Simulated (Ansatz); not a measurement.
`[NH2][In]([Cl])[Br]` + `[NH2][Hf]([NH2])([OH])[Cl]` → `[Cl][In]([Cl])[Br]` + `[NH2][Hf]([NH2])([NH2])[OH]`  (redistribution)

Calculated with Ansatz (gas phase, PBE0-D4/def2-TZVP geometries, no zero-point term in ΔE). CBS: MP2 limit from def2 TZ/QZ plus the TZ coupled-cluster correction, frozen cores. Elements past krypton have def2 core potentials. For Br, Hf, In outer-core shells are correlated without core-valence functions, which leaves a few kJ/mol of doubt a bond. Scalar relativity is left out up to krypton. Each species was taken in one conformer, which may not be the lowest.

`[NH2][In]([Cl])[Br]`:

```xyz
6

N     0.402    1.010    0.649
In   -0.107   -0.640   -0.361
Cl   -0.640   -2.576    0.785
Br    0.038   -0.772   -2.799
H     0.297    1.883    0.151
H     0.009    1.095    1.576
```

`[NH2][Hf]([NH2])([OH])[Cl]`:

Z-matrix (Å, degrees):
```
Hf
N 1 2.029
O 1 1.925 2 112.2
N 1 2.023 2 105.6 3 -115.9
Cl 1 2.385 2 108.0 3 123.0
H 2 1.011 1 125.7 3 -73.3
H 2 1.010 1 125.5 3 107.0
H 3 0.953 1 149.7 2 9.5
H 4 1.011 1 124.9 2 -70.4
H 4 1.010 1 125.9 2 117.0
```

`[Cl][In]([Cl])[Br]`:

```xyz
4

Cl   -0.434    0.598    2.186
In    0.014   -0.007    0.017
Cl    1.861   -1.302   -0.410
Br   -1.440    0.711   -1.794
```

`[NH2][Hf]([NH2])([NH2])[OH]`:

Z-matrix (Å, degrees):
```
Hf
N 1 2.045
N 1 2.047 2 108.3
N 1 2.046 2 105.9 3 113.8
O 1 1.938 2 110.9 3 -122.3
H 2 1.010 1 125.8 3 154.9
H 2 1.010 1 124.9 3 -14.4
H 3 1.010 1 126.5 2 -89.0
H 3 1.010 1 124.6 2 97.5
H 4 1.010 1 124.8 2 -3.2
H 4 1.010 1 126.3 2 170.9
H 5 0.950 1 164.1 2 -125.5
```

```tsv
species	CCSD(T)/CBS(def2) energy (Eh)
`[NH2][In]([Cl])[Br]`	-3278.93729
`[NH2][Hf]([NH2])([OH])[Cl]`	-695.49812
`[Cl][In]([Cl])[Br]`	-3682.84497
`[NH2][Hf]([NH2])([NH2])[OH]`	-291.58249
```

Work out ΔE.

ΔE = (-3682.84497) + (-291.58249) − (-3278.93729) − (-695.49812) = 0.00795 Eh = +20.9 kJ/mol.

What do rigid-rotor, harmonic-oscillator terms from PBE0-D4/def2-TZVP frequencies (298.15 K, 1 bar) make of the CCSD(T)/CBS value? (Best estimate.)

The calculation gave: ΔZPE = -3.5 kJ/mol, ΔH = +18.8 kJ/mol, ΔS = 9 J/(mol·K), ΔG = +16.1 kJ/mol.

Largest T1 diagnostic among the species: 0.014.

At CCSD(T), def2-SVP lies −7.8 kJ/mol from the extrapolated value and def2-TZVPP +2.2 kJ/mol. In def2-TZVPP, CCSD(T) changes the Hartree–Fock value by +7.6 kJ/mol (the triples alone add +1.9 kJ/mol) and MP2 by +10.6 kJ/mol. Leaving LDA and LC-ωPBE aside and taking each functional with its dispersion term where it has one, the values, not all of them listed here, spread over 6.4 kJ/mol, from BHLYP-D4 to r2SCAN-D4.
